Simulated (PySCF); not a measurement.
## Two-component Hartree-Fock for Ni⁺ (nickel, charge +1)

Start: [Ar] 3d9; 3d3/2 filled at m_j = -3/2, -1/2, +1/2, +3/2; 3d5/2 filled at m_j = -3/2, -1/2, +1/2, +3/2, +5/2. Calculated with PySCF 2.14 in x2c-TZVPall-2c: generalised Hartree-Fock with the X2C-1e Hamiltonian and a Gaussian nucleus; one run each with spin-orbit coupling (SO) switched off, then screened by Boettger's factors. This is a chosen level, not necessarily the ground level.

```csv
spinor shell,electrons,"ε, spin-free (eV)","ε, screened SO (eV)",weight of nominal j (screened SO),"rms radius, screened SO (bohr)"
1s1/2,2,-8405.4,-8405.3,1.000,0.0624
2s1/2,2,-1052.9,-1052.9,1.000,0.265
2p1/2,2,-902.24,-914.49,0.999,0.236
3s1/2,2,-138.43,-138.41,1.000,0.800
3p1/2,2,-92.688,-95.331,0.942,0.850
3p3/2,4,-92.688,-91.377,0.971,0.861
3d3/2,4,-20.815,-21.406,0.798,1.19
3d5/2,5,-20.815,-20.347,0.838,1.22
```

(1) Where does 2p3/2 lie, and what is the 2p spin-orbit splitting (screened SO)?

```csv
quantity,spin-free,screened SO
E (hartree),-1518.76616,-1518.80148
M_J,5/2,5/2
⟨J²⟩,8.761,8.762
⟨L²⟩,6.008,6.010
⟨S²⟩,0.753,0.754
```

Each row is a mean over spinors that exchange with the open shell spreads, by up to 6.777 eV (3p3/2).

Rows whose weight is well below 1 are mixtures of j = l ± 1/2: exchange outweighs spin-orbit coupling there, and the label is only the starting occupation.

Without spin-orbit coupling the j labels of p, d and f shells carry no meaning; the spin-free column gives the mean over the occupied spinors of each nl shell.

Answers

(1) At -896.23 eV, 18.261 eV above 2p1/2.
